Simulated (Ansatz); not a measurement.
`C#C[Se]BF` + `C=N` → `C=NBF` + `C#C[SeH]` at 400 K and 1 bar (ligand exchange at a B–Se bond).

Program: Ansatz. Geometries: PBE0-D4/def2-TZVP. ΔE: electronic, gas phase. CBS: MP2 limit from def2 TZ/QZ plus the TZ coupled-cluster correction, frozen cores. This one scheme is used for every species. For Se outer-core shells are correlated without core-valence functions, which leaves a few kJ/mol of doubt a bond. Scalar relativity is left out up to krypton. One conformer a species, not always the lowest.

```csv
species,CCSD(T)/CBS energy (Eh),H − E (kJ/mol),S (J/(mol·K))
`C#C[Se]BF`,-2602.59174,120.0,359.3
`C=N`,-94.52360,119.4,238.9
`C=NBF`,-219.19469,143.4,313.4
`C#C[SeH]`,-2477.92583,88.5,296.1
```

H − E and S are ideal-gas, rigid-rotor, harmonic terms from PBE0-D4/def2-TZVP, for one conformer and one mirror image of each species. 1 Eh = 2625.50 kJ/mol, R = 8.31446 J/(mol·K).

Task: By hand: ΔE, ΔH, ΔS and ΔG.

Result: ΔE = (-219.19469) + (-2477.92583) − (-2602.59174) − (-94.52360) = -0.00518 Eh = -13.6 kJ/mol. Δ(H − E) = 143.4 + 88.5 − 120.0 − 119.4 = -7.5, so ΔH = -21.1 kJ/mol. ΔS = 313.4 + 296.1 − 359.3 − 238.9 = 11.3 J/(mol·K). ΔG = -21.1 − 400 × (11.3)/1000 = -25.6 kJ/mol.

Task: By hand: the equilibrium constant, and the temperature at which ΔG would vanish if ΔH and ΔS stayed fixed.

Result: log₁₀ K = −ΔG/(RT ln 10) = 3.3. ΔH and −TΔS have one sign here, so there is no such temperature.

The number of gas molecules stays the same, so ΔS is small and ΔH decides. A doubt of 5 kJ/mol in ΔE shifts log₁₀ K by 0.7 here. Other conformers and mirror images would add mixing entropy, several J/(mol·K) or more a flexible species. These are equilibria of isolated gas molecules and say nothing of rates. Largest T1 diagnostic: 0.014 (customary marks: 0.02 for closed shells, 0.045 for open ones).

ΔS is within the doubt of such terms, so its sign, and with it that verdict, could turn.
